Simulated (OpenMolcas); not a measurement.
# Lines of F3+: computed and rescaled rates

```yaml
Program: OpenMolcas 26.06
Method: "SS-CASPT2, IPEA 0.25 Eh, imaginary shift 0.1 Eh (closed shells correlated: 1s)"
Basis: ANO-RCC [8s7p4d3f2g]
Scalar_Hamiltonian: DKH2, point nucleus
Active_space: 4 electrons in 8 orbitals (2s 2p 3s 3p)
State_averaging: 2S+1 = 3 even, 3 roots; 2S+1 = 1 even, 6 roots; 2S+1 = 5 odd, 1 root; 2S+1 = 3 odd, 9 roots; 2S+1 = 1 odd, 8 roots
Spin-orbit_coupling: RASSI with atomic mean-field integrals over the reference wave functions, term energies averaged over their components
```

Rates come from the transition moments of the reference wave functions (E1 and E2 in the length form). At fixed line strength A goes as λ^-3 for E1 and M1 and as λ^-5 for E2, so a rate at the computed wavelength can be rescaled to the measured one. Measured vacuum wavelengths follow from level energies in Moore, Atomic Energy Levels, vol. I, NSRDS-NBS 35 (1971 reprint of NBS Circular 467, 1949). Branching counts decays inside the model space alone, at computed energies, and the table is only a selection of the E2 and M1 lines, drawn from those between levels with measured partners whose computed energy lies within a factor of 1.5 of the measured one.

| Upper | Lower | Type | λ computed (nm) | λ measured (nm) | A computed (s-1) | A rescaled (s-1) | Branching % |
| --- | --- | --- | --- | --- | --- | --- | --- |
| 2s² 2p² ³P₁ | 2s² 2p² ³P₀ | M1 | 45910 | 44400 | 1.87e-04 | 2.07e-04 | 100.0 |
| 2s² 2p² ³P₂ | 2s² 2p² ³P₁ | M1 | 23880 | 25760 | 9.94e-04 | 7.92e-04 | 100.0 |
| 2s² 2p² ¹D₂ | 2s² 2p² ³P₂ | M1 | 402.6 | 406 | 8.83e-02 |  | 74.0 |
| 2s² 2p² ¹D₂ | 2s² 2p² ³P₁ | M1 | 396 | 399.7 | 3.10e-02 |  | 25.9 |
| 2s² 2p² ¹S₀ | 2s² 2p² ¹D₂ | E2 | 359.8 | 353.3 | 2.15e+00 | 2.36e+00 | 67.8 |
| 2s² 2p² ¹S₀ | 2s² 2p² ³P₁ | M1 | 188.5 | 187.6 | 1.02e+00 |  | 32.2 |

Spin-changing lines and M1 lines between different terms are not rescaled, since their strength hangs on the term gaps too.

The largest correction is for 2s² 2p² ³P₂ → 2s² 2p² ³P₁ (M1): 9.94e-04 × (23880 / 25760)^3 = 7.92e-04 s-1, a factor of 0.80.

The computed rate and branching of 2s² 2p² ³P₁ → 2s² 2p² ³P₀ give the upper level a radiative lifetime of 1.000 / 1.87e-04 s-1 = 5.35e+03 s, counting decays inside the model space alone. The rescaled rate gives about 4.8e+03 s.

No measured rate stands beside these. Rescaling mends the energy factor alone: line strengths can still be far off where a level mixes with configurations outside the active space, and weak or spin-changing lines hang on small mixing coefficients that depend on the term gaps too, so rescaling need not improve them.

Active for correlation alone: 3p 3s; no level in the range computed is led by a configuration that fills them, so any true level of that kind is missing. Computed and measured levels are paired by configuration, term and J; levels that our copy of the source lacks, or whose pairing is in doubt (as where it misses far off the trend of its configuration), stay unpaired. Only configurations of the active space appear.
